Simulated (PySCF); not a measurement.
PySCF run on CsP

The script input.py:

```python
from pyscf import gto, dft

mol = gto.M(
    atom='Cs 0 0 0; P 0 0 3.76',
    basis='sbkjc',
    ecp={'Cs': 'sbkjc', 'P': 'sbkjc'},
    charge=0,
    spin=2,
    verbose=4,
)
mf = dft.ROKS(mol, xc='scan')
mf.kernel()
g = mf.nuc_grad_method()
g.grid_response = True
g.kernel()
mf.dip_moment()
print('orbital energies (hartree):', mf.mo_energy[..., max(0, mol.nelec[1]-3):mol.nelec[0]+3].round(4))
```

```bash
$ OMP_NUM_THREADS=1 python input.py
```

Output (some set-up lines and the per-cycle HOMO/LUMO lines with their warnings removed):

```
PySCF version 2.14.0

[INPUT] Symbol           X                Y                Z      unit          X                Y                Z       unit  Magmom
[INPUT]  1 Cs     0.000000000000   0.000000000000   0.000000000000 AA    0.000000000000   0.000000000000   0.000000000000 Bohr   0.0
[INPUT]  2 P      0.000000000000   0.000000000000   3.760000000000 AA    0.000000000000   0.000000000000   7.105370228365 Bohr   0.0

nuclear repulsion = 0.70369309962766
number of shells = 8
number of NR pGTOs = 32
number of NR cGTOs = 16
basis = sbkjc
ecp = {'Cs': 'sbkjc', 'P': 'sbkjc'}

******** <class 'pyscf.dft.roks.ROKS'> ********
method = ROKS
initial guess = minao
damping factor = 0
level_shift factor = 0
DIIS = <class 'pyscf.scf.diis.CDIIS'>
SCF conv_tol = 1e-09
SCF max_cycles = 50
num. doubly occ = 2  num. singly occ = 2
XC functionals = scan

grids dens level: 3
tot grids = 42888
init E= -6.31332139995498
cycle= 1 E= -6.60083893414936  delta_E= -0.288  |g|= 0.0315  |ddm|= 1.49
cycle= 2 E= -6.60177468868692  delta_E= -0.000936  |g|= 0.0359  |ddm|= 0.199
cycle= 3 E= -6.60297267911614  delta_E= -0.0012  |g|= 0.0186  |ddm|= 0.172
cycle= 4 E= -6.60338766641481  delta_E= -0.000415  |g|= 0.00151  |ddm|= 0.065
cycle= 5 E= -6.60339462780448  delta_E= -6.96e-06  |g|= 0.000259  |ddm|= 0.0135
cycle= 6 E= -6.60339490880909  delta_E= -2.81e-07  |g|= 9.54e-05  |ddm|= 0.00263
cycle= 7 E= -6.60339492378926  delta_E= -1.5e-08  |g|= 4.9e-05  |ddm|= 0.000656
cycle= 8 E= -6.60339492723302  delta_E= -3.44e-09  |g|= 3.3e-06  |ddm|= 0.000187
cycle= 9 E= -6.60339492724633  delta_E= -1.33e-11  |g|= 2.89e-07  |ddm|= 9.99e-06
Extra cycle  E= -6.60339492724596  delta_E= 3.67e-13  |g|= 6.06e-07  |ddm|= 2.63e-06
converged SCF energy = -6.60339492724596

******** <class 'pyscf.grad.roks.Gradients'> for <class 'pyscf.dft.roks.ROKS'> ********
unit = Eh/Bohr
grid_response = True
--------------- ROKS gradients ---------------
         x                y                z
0 Cs     0.0000000000     0.0000000000    -0.0041836565
1 P    -0.0000000000    -0.0000000000     0.0041836565
----------------------------------------------
Dipole moment(X, Y, Z, Debye): -0.00000, -0.00000, -12.90607
orbital energies (hartree): [-0.4033 -0.0976 -0.0859 -0.0859 -0.0579  0.0014  0.0014]
```

In short: E(SCF) = -6.603395 Eh, 9 cycles, μz(SCF) = -12.91 D, gradient on the second atom 0.0042 Eh/bohr.

Hardware: Arm Neoverse V1, 1 thread, shared host. Wall time 2.3 s, peak memory 0.21 GiB.

The bond length is a typed value, not an optimised one. No search for the lowest solution was made.
